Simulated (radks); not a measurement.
Polarisability of neutral boron, [He] 2s2 2p1, at imaginary frequency. All-electron calculation, non-relativistic Kohn-Sham, LDA (Slater exchange, Perdew-Wang correlation), spin-polarised, spherical densities, point nucleus; open shells are filled with parallel spins first. Program: a radial shooting solver on a logarithmic mesh with Libxc functionals. Response by self-consistent Sternheimer equations with the Hartree and adiabatic LDA kernel.

| w (hartree) | alpha1(iw) (bohr^3) |
|---|---|
| 0.00266 | 23.96 |
| 0.0143 | 23.88 |
| 0.0360 | 23.44 |
| 0.0697 | 22.16 |
| 0.118 | 19.62 |
| 0.186 | 15.89 |
| 0.280 | 11.61 |
| 0.413 | 7.666 |
| 0.605 | 4.617 |
| 0.892 | 2.555 |
| 1.35 | 1.294 |
| 2.12 | 0.5883 |
| 3.59 | 0.2310 |
| 6.94 | 0.07253 |
| 17.5 | 0.01400 |

Static values: alpha1 = 23.96 bohr^3 (3.551 angstrom^3; uncoupled 35.68). C6 = 117.7, triple-dipole C9 = 2040 atomic units. One-pole (London) frequency 4 C6 / (3 alpha1^2) = 0.273 hartree, against 0.151 for minus the highest occupied eigenvalue. The dipole shielding factor is 1.000, as the force sum rule N/Z = 1.000 demands. Recommended static value: 20.5 bohr^3 (Schwerdtfeger and Nagle, 2023 table).
